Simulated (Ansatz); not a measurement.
Relaxation of trans-CoF2(H2O)4 (CoO4F2H8) with UKS r2SCAN-D4/def2-SVP.

```sh
$ ansatz run in.yaml --threads 4 --pin off --events-out ev --progress --plain --max-ram 8704MiB
```

```yaml
crystal:
  periodic: [false, false, false]
  atoms:
    - {symbol: Co, position_ang: [-0.010710, -0.006950, -0.024010]}
    - {symbol: F, position_ang: [0.048330, -0.082780, 1.713660]}
    - {symbol: F, position_ang: [-0.060750, 0.072050, -1.757570]}
    - {symbol: O, position_ang: [2.457870, 0.090720, -0.029110]}
    - {symbol: H, position_ang: [2.582360, -0.502840, -0.775850]}
    - {symbol: H, position_ang: [2.566640, -0.431210, 0.772060]}
    - {symbol: O, position_ang: [-2.476540, -0.067320, -0.045010]}
    - {symbol: H, position_ang: [-2.559690, 0.411530, -0.875800]}
    - {symbol: H, position_ang: [-2.610950, 0.567340, 0.665200]}
    - {symbol: O, position_ang: [-0.064920, 2.459820, 0.033620]}
    - {symbol: H, position_ang: [0.451540, 2.574700, -0.770270]}
    - {symbol: H, position_ang: [0.538300, 2.558900, 0.776430]}
    - {symbol: O, position_ang: [0.078730, -2.473490, 0.032760]}
    - {symbol: H, position_ang: [-0.609810, -2.637460, -0.618290]}
    - {symbol: H, position_ang: [-0.330380, -2.532980, 0.902180]}
basis:
  gaussian: {orbitals: def2-SVP}
magnetization: {spin_polarized: true, initial_magnetization: 3}
hamiltonian: {xc: r2scan, dispersion: d4}
scf: {lower_state_search: "off"}
output: {orbitals: {seedname: orbitals}}
relax: {f_tol: 0.02, max_steps: 100}
```

Hardware: 4 threads of Arm Neoverse V1 on a shared host. Wall time 2 min.

Positions (Å) and forces (eV/Å) at steps 1, 2, 3, 4, 5, 6, 7, 8, 9, 10, 11, 13 of 13:

```xyz
15
step=1 energy=-51360.2364 eV
Co   -0.011   -0.007   -0.024   -0.004   -0.012    0.063
F     0.048   -0.083    1.714    0.131   -0.153    1.746
F    -0.061    0.072   -1.758   -0.117    0.157   -1.781
O     2.458    0.091   -0.029   -0.456    0.674   -0.006
H     2.582   -0.503   -0.776   -0.012   -0.319   -0.068
H     2.567   -0.431    0.772   -0.052   -0.315    0.107
O    -2.477   -0.067   -0.045    0.447   -0.683    0.053
H    -2.560    0.412   -0.876    0.071    0.314   -0.129
H    -2.611    0.567    0.665    0.007    0.325    0.041
O    -0.065    2.460    0.034   -0.650   -0.450    0.014
H     0.452    2.575   -0.770    0.306   -0.048   -0.117
H     0.538    2.559    0.776    0.325   -0.027    0.062
O     0.079   -2.473    0.033    0.629    0.463   -0.139
H    -0.610   -2.637   -0.618   -0.333   -0.015   -0.014
H    -0.330   -2.533    0.902   -0.292    0.092    0.167
15
step=2 energy=-51360.6524 eV
Co   -0.009   -0.008   -0.020   -0.015   -0.001   -0.035
F     0.127   -0.170    1.743    0.144   -0.208    1.293
F    -0.135    0.157   -1.781   -0.135    0.205   -1.280
O     2.345    0.126   -0.014   -0.326    0.305   -0.026
H     2.460   -0.476   -0.761    0.024   -0.155   -0.003
H     2.403   -0.423    0.782   -0.114   -0.114    0.039
O    -2.363   -0.103   -0.060    0.313   -0.303    0.034
H    -2.381    0.401   -0.888    0.140    0.099   -0.024
H    -2.496    0.541    0.647   -0.027    0.161   -0.024
O    -0.086    2.345    0.030   -0.256   -0.336    0.097
H     0.435    2.418   -0.782    0.102   -0.103   -0.064
H     0.543    2.427    0.759    0.164    0.006   -0.016
O     0.095   -2.359    0.030    0.182    0.325   -0.069
H    -0.620   -2.538   -0.595   -0.142   -0.006    0.063
H    -0.315   -2.338    0.910   -0.055    0.126    0.015
15
step=3 energy=-51361.0240 eV
Co   -0.011   -0.009   -0.023   -0.017    0.005   -0.058
F     0.207   -0.296    1.785    0.138   -0.198    0.474
F    -0.217    0.283   -1.827   -0.145    0.195   -0.423
O     2.222    0.154   -0.016   -0.051   -0.245   -0.127
H     2.409   -0.481   -0.731   -0.003    0.162    0.212
H     2.234   -0.380    0.800   -0.138    0.108   -0.021
O    -2.245   -0.134   -0.060    0.043    0.291    0.053
H    -2.193    0.351   -0.909    0.142   -0.140    0.097
H    -2.451    0.549    0.604    0.023   -0.188   -0.246
O    -0.094    2.217    0.062    0.430   -0.029    0.236
H     0.374    2.263   -0.793   -0.185   -0.133    0.064
H     0.601    2.357    0.733   -0.230   -0.015   -0.276
O     0.095   -2.234    0.002   -0.577   -0.032   -0.076
H    -0.677   -2.481   -0.545    0.337    0.095    0.306
H    -0.254   -2.160    0.917    0.233    0.124   -0.216
15
step=4 energy=-51361.2473 eV
Co   -0.015   -0.009   -0.024   -0.033   -0.021   -0.023
F     0.314   -0.446    1.802    0.150   -0.204   -0.046
F    -0.332    0.440   -1.838   -0.136    0.188    0.071
O     2.159    0.165   -0.007    0.141   -0.498   -0.169
H     2.424   -0.511   -0.663   -0.062    0.333    0.357
H     2.097   -0.322    0.844   -0.120    0.142   -0.038
O    -2.186   -0.147   -0.082   -0.155    0.499    0.114
H    -2.050    0.287   -0.958    0.120   -0.130    0.070
H    -2.463    0.577    0.515    0.084   -0.362   -0.353
O    -0.080    2.160    0.135    1.214    0.217   -0.066
H     0.237    2.157   -0.807   -0.410   -0.098    0.624
H     0.728    2.357    0.674   -0.829   -0.160   -0.619
O     0.072   -2.184   -0.059   -1.241   -0.262    0.240
H    -0.794   -2.474   -0.448    0.977    0.323    0.511
H    -0.110   -2.051    0.917    0.299    0.033   -0.673
15
step=5 energy=-51361.4579 eV
Co   -0.019   -0.013   -0.023   -0.007   -0.002    0.004
F     0.429   -0.599    1.764    0.119   -0.064    0.128
F    -0.440    0.592   -1.796   -0.057    0.126   -0.069
O     2.143    0.151    0.021    0.136   -0.259   -0.181
H     2.459   -0.546   -0.582   -0.026    0.202    0.247
H     2.013   -0.296    0.891   -0.111    0.013    0.042
O    -2.178   -0.139   -0.119   -0.132    0.190    0.161
H    -1.965    0.265   -0.999    0.079    0.024   -0.046
H    -2.494    0.601    0.429    0.027   -0.183   -0.214
O    -0.063    2.139    0.179    1.076    0.216   -0.228
H     0.093    2.101   -0.808   -0.316   -0.071    0.640
H     0.814    2.370    0.572   -0.804   -0.162   -0.429
O     0.050   -2.168   -0.091   -0.937   -0.229    0.170
H    -0.858   -2.464   -0.338    0.761    0.228    0.253
H     0.017   -1.995    0.900    0.193   -0.028   -0.478
15
step=6 energy=-51361.5536 eV
Co   -0.011   -0.017   -0.006    0.059    0.054    0.024
F     0.535   -0.666    1.779   -0.038   -0.014   -0.200
F    -0.460    0.695   -1.784   -0.029   -0.057    0.130
O     2.172    0.068    0.026   -0.047   -0.045    0.000
H     2.544   -0.651   -0.509   -0.059    0.074    0.068
H     1.992   -0.333    0.916   -0.076    0.008    0.031
O    -2.185   -0.046   -0.126    0.015    0.012   -0.028
H    -1.928    0.333   -1.011    0.016    0.021   -0.001
H    -2.571    0.698    0.362    0.114   -0.094   -0.071
O    -0.130    2.148    0.200    0.538   -0.074   -0.056
H    -0.101    2.055   -0.794   -0.114   -0.047    0.260
H     0.771    2.401    0.475   -0.337    0.009   -0.184
O     0.070   -2.185   -0.120   -0.378    0.140    0.156
H    -0.845   -2.481   -0.274    0.268    0.042    0.109
H     0.147   -2.018    0.866    0.066   -0.030   -0.237
15
step=7 energy=-51361.5837 eV
Co   -0.007   -0.014   -0.003    0.025    0.022   -0.007
F     0.542   -0.695    1.772   -0.005   -0.043   -0.070
F    -0.469    0.714   -1.779   -0.030   -0.004    0.056
O     2.155    0.075    0.052   -0.033   -0.072   -0.021
H     2.548   -0.625   -0.491   -0.048    0.058    0.056
H     1.921   -0.357    0.921    0.090    0.054    0.091
O    -2.161   -0.052   -0.134   -0.003    0.029    0.012
H    -1.877    0.350   -1.003   -0.099   -0.015   -0.069
H    -2.550    0.682    0.368    0.070   -0.064   -0.051
O    -0.111    2.129    0.210    0.205   -0.096   -0.012
H    -0.148    1.997   -0.780   -0.045    0.098    0.050
H     0.791    2.422    0.411   -0.088    0.024   -0.080
O     0.050   -2.162   -0.141   -0.157    0.108    0.051
H    -0.863   -2.474   -0.241    0.104    0.026    0.048
H     0.179   -1.988    0.837    0.014   -0.125   -0.055
15
step=8 energy=-51361.6050 eV
Co   -0.006   -0.012   -0.004    0.057    0.012    0.007
F     0.542   -0.717    1.760    0.010   -0.042    0.030
F    -0.495    0.722   -1.766   -0.042    0.086   -0.010
O     2.151    0.091    0.076    0.043    0.022    0.003
H     2.546   -0.625   -0.443    0.005    0.007    0.038
H     1.941   -0.307    0.967   -0.024    0.001   -0.038
O    -2.161   -0.084   -0.146   -0.042    0.003    0.050
H    -1.907    0.322   -1.023    0.018   -0.037   -0.004
H    -2.540    0.643    0.369   -0.027   -0.010   -0.014
O    -0.046    2.126    0.232    0.090    0.020   -0.271
H    -0.207    2.037   -0.755    0.145    0.010    0.286
H     0.870    2.439    0.325   -0.208   -0.091   -0.073
O     0.013   -2.150   -0.170    0.045    0.018    0.093
H    -0.903   -2.459   -0.228    0.004    0.020    0.030
H     0.200   -2.026    0.806   -0.074   -0.018   -0.126
15
step=9 energy=-51361.6151 eV
Co    0.012   -0.009   -0.006   -0.051   -0.015   -0.024
F     0.573   -0.751    1.735    0.011    0.029   -0.074
F    -0.554    0.734   -1.748    0.017   -0.055    0.068
O     2.196    0.189    0.128   -0.029   -0.185   -0.060
H     2.676   -0.490   -0.372   -0.068    0.124    0.065
H     1.943   -0.254    0.990    0.002    0.043    0.004
O    -2.181   -0.169   -0.122    0.024    0.134    0.045
H    -1.928    0.248   -0.995    0.016   -0.020   -0.012
H    -2.634    0.536    0.367    0.055   -0.108   -0.036
O     0.046    2.131    0.204    0.101   -0.007    0.121
H    -0.158    2.040   -0.763    0.013    0.007   -0.073
H     0.990    2.355    0.249   -0.104   -0.035   -0.034
O    -0.087   -2.158   -0.204   -0.250    0.025   -0.080
H    -1.046   -2.340   -0.220    0.348    0.085    0.069
H     0.151   -2.064    0.757   -0.083   -0.022    0.021
15
step=10 energy=-51361.6196 eV
Co    0.005   -0.007   -0.004    0.020   -0.006    0.003
F     0.565   -0.737    1.739   -0.007    0.007    0.033
F    -0.547    0.727   -1.747   -0.017   -0.008   -0.030
O     2.173    0.167    0.111    0.018   -0.061   -0.011
H     2.637   -0.527   -0.381   -0.037    0.063    0.044
H     1.931   -0.248    0.989    0.012   -0.007   -0.033
O    -2.170   -0.159   -0.116   -0.004    0.049    0.015
H    -1.921    0.250   -0.995   -0.004    0.005   -0.003
H    -2.609    0.551    0.375    0.013   -0.051   -0.018
O     0.035    2.126    0.209    0.063    0.029    0.006
H    -0.159    2.033   -0.763    0.020    0.020    0.021
H     0.975    2.361    0.262   -0.077   -0.030   -0.025
O    -0.055   -2.143   -0.201   -0.156   -0.018    0.012
H    -1.003   -2.351   -0.249    0.171    0.036    0.039
H     0.144   -2.043    0.770   -0.015   -0.028   -0.055
15
step=11 energy=-51361.6203 eV
Co    0.004   -0.007   -0.004    0.022   -0.002    0.012
F     0.569   -0.740    1.748   -0.024    0.024   -0.055
F    -0.553    0.732   -1.754    0.001   -0.027    0.050
O     2.163    0.170    0.115    0.033   -0.033   -0.001
H     2.636   -0.514   -0.381   -0.020    0.034    0.027
H     1.924   -0.252    0.992    0.002   -0.006   -0.020
O    -2.160   -0.161   -0.118   -0.012   -0.002   -0.008
H    -1.916    0.253   -0.997    0.001    0.010   -0.007
H    -2.613    0.536    0.376   -0.008   -0.006    0.004
O     0.039    2.125    0.208    0.025    0.011    0.004
H    -0.161    2.037   -0.763    0.009    0.007    0.002
H     0.984    2.341    0.251   -0.027   -0.004   -0.011
O    -0.057   -2.140   -0.201   -0.114   -0.007   -0.010
H    -1.008   -2.333   -0.242    0.108    0.009    0.021
H     0.147   -2.048    0.769    0.005   -0.007   -0.007
15
step=13 energy=-51361.6217 eV
Co    0.000   -0.002    0.000   -0.001    0.000    0.000
F     0.561   -0.730    1.743    0.002    0.001   -0.011
F    -0.557    0.727   -1.744   -0.002   -0.001    0.006
O     2.169    0.178    0.119   -0.002    0.004    0.004
H     2.648   -0.502   -0.377    0.003   -0.002   -0.002
H     1.928   -0.247    0.992   -0.006   -0.003    0.003
O    -2.170   -0.174   -0.119    0.001   -0.002   -0.003
H    -1.925    0.248   -0.993    0.005    0.002   -0.002
H    -2.642    0.511    0.374   -0.003   -0.001    0.003
O     0.061    2.136    0.207    0.006    0.001    0.006
H    -0.147    2.051   -0.760   -0.002   -0.005   -0.006
H     1.010    2.330    0.241   -0.002   -0.001   -0.001
O    -0.066   -2.139   -0.206   -0.004    0.000   -0.006
H    -1.015   -2.332   -0.237    0.001    0.002    0.001
H     0.145   -2.056    0.761    0.004    0.007    0.008
```
